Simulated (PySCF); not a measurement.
How methods differ on the ionisation energy of Pt⁴⁴⁺

Pt⁴⁴⁺ [Ar] 3d10 4s2 4p4 (3P) → Pt⁴⁵⁺ [Ar] 3d10 4s2 4p3 (4S), as a difference of total energies. Calculation: PySCF 2.14, in an uncontracted even-tempered set (18 s from 4.7 bohr⁻², ratio 2.5; 14 p from 6.1 bohr⁻², ratio 2.5; 8 d from 11 bohr⁻², ratio 2.5; 4 f from 33 bohr⁻², ratio 2.7; 4 g from 50 bohr⁻², ratio 2.7); the spin-free X2C one-electron Hamiltonian (Gaussian nucleus). Correlated levels: outer shells: [Ne] frozen; virtual orbitals above 40 to 60 times the deepest correlated orbital energy dropped. The calculations carry no spin-orbit coupling.

```json
{"method": "UHF", "ionisation energy (eV)": "2319.8"}
{"method": "MP2 (outer shells)", "ionisation energy (eV)": "2321.3"}
{"method": "SCS-MP2 (outer shells)", "ionisation energy (eV)": "2321.3"}
{"method": "CCSD (outer shells)", "ionisation energy (eV)": "2321.3"}
{"method": "CCSD(T) (outer shells)", "ionisation energy (eV)": "2321.4"}
```

Spin-orbit coupling is strong in these open shells (close to jj coupling). The scalar numbers leave it out and a first-order estimate fails, so it can dominate the gap to the real levels.

Breit and QED terms and the two-electron picture change are absent.

For comparison: 2291 ± 4 eV (theoretical estimate listed by NIST; NIST Atomic Spectra Database, ionization energies).
